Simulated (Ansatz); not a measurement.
Calculated with Ansatz (gas phase, PBE0-D4/def2-TZVP geometries, no zero-point term in ΔE). CCSD(T)/CBS adds triple-zeta CCSD(T) − MP2 to the extrapolated MP2 energy (def2 sets, frozen cores). This one scheme is used for every species. Functionals use def2-TZVPP. B3LYP here is the variant with VWN-RPA as its local correlation; programs differ in this. Each species was taken in one conformer, which may not be the lowest.

Consider the substitution at a C–C bond: `ClCC1=CN1` + `[SiH3]S` → `[SiH3]SC1=CN1` + `CCl`.

```tsv
level	ΔE (kJ/mol)
r2SCAN-D4	0.7
B2PLYP	4.4
PBE0	5.0
B3LYP	6.2
CCSD(T)/def2-TZVPP	6.8
HF/def2-QZVPP	16.5
MP2/def2-QZVPP	1.1
CCSD/CBS(def2)	8.7
```

**Question.** What does CCSD(T)/CBS give? (Best estimate.)

**Answer.** Ansatz gave: +5.3 kJ/mol. The listed levels differ from it by -4.6, -0.9, -0.3, 0.9, 1.5, 11.2, -4.2, 3.4 kJ/mol.

Largest T1 diagnostic among the species: 0.013.

In def2-TZVPP, CCSD(T) changes the Hartree–Fock value by −9.5 kJ/mol (the triples alone add −3.3 kJ/mol) and MP2 by −14.4 kJ/mol. From PBE to PBE0 (25 % exact exchange), in def2-TZVPP and without D4, ΔE moves by +3.5 kJ/mol. The D4 term adds −4.9 kJ/mol with B3LYP and −2.5 kJ/mol with PBE0; it sums over pairs of atoms, weighted by their polarisabilities, and B3LYP, whose exchange is more repulsive, gets the larger term.
